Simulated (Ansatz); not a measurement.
Species: H3BrSi, SMILES `[SiH3]Br` (charge 0, multiplicity 1).

Q: Give a relaxed geometry from Ansatz (a first-principles code) with r2SCAN-D4/def2-TZVP.

A: the end point of this relaxation (outside a Z-matrix the atoms follow the SMILES, hydrogens last).
Cartesian coordinates (Å) in one orientation:
```xyz
5

Si    -0.163     0.002     0.004
Br     2.058    -0.031    -0.048
H     -0.667    -1.195    -0.703
H     -0.600    -0.010     1.417
H     -0.629     1.234    -0.670
```
